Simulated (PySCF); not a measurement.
H3O, charge +1. Atoms are numbered in the order given.

```xyz
4

O      0.0000     0.0000     0.0757
H      0.8132     0.4695    -0.2018
H      0.0000    -0.9390    -0.2018
H     -0.8132     0.4695    -0.2018
```
Charge +1, spin multiplicity 1.

The structure is a stationary point at PBE0-D3(BJ)/def2-TZVPD.

Calculation: TDA-CAM-B3LYP/def2-TZVPD in PySCF 2.14.0.

Vertical excitations; the highest root listed may be one member of a degenerate set. The molecule is in vacuum. State labels are in the subgroup Cs.

| state | symmetry | energy (eV) | λ (nm) | f | main pairs |
|---|---|---|---|---|---|
| S1 | A' | 11.40 | 109 | 0.042 | HOMO→LUMO 99 % |
| S2 | A" | 13.73 | 90 | 0.014 | HOMO→LUMO+1 (degenerate set) |
| S3 | A' | 13.73 | 90 | 0.014 | HOMO→LUMO+2 (degenerate set) |
| S4 | A' | 16.14 | 77 | 0.000 | HOMO→LUMO+3 93 % |
| S5 | A" | 16.21 | 76 | 0.000 | HOMO→LUMO+4 (degenerate set) |
| S6 | A' | 16.21 | 76 | 0.000 | HOMO→LUMO+5 (degenerate set) |
| S7 | A" | 16.74 | 74 | 0.173 | HOMO−2→LUMO (degenerate set) |
| S8 | A' | 16.74 | 74 | 0.173 | HOMO−1→LUMO (degenerate set) |
| S9 | A' | 17.85 | 69 | 0.143 | HOMO→LUMO+6 98 % |
| S10 | A" | 18.16 | 68 | 0.055 | HOMO→LUMO+7 93 % |
| T1 | A' | 10.57 | 117 | 0 | HOMO→LUMO 97 % |
| T2 | A" | 13.08 | 95 | 0 | HOMO→LUMO+1 (degenerate set) |
| T3 | A' | 13.08 | 95 | 0 | HOMO→LUMO+2 (degenerate set) |
| T4 | A' | 15.42 | 80 | 0 | HOMO→LUMO+3 93 % |
Triplets are in the Tamm–Dancoff approximation.
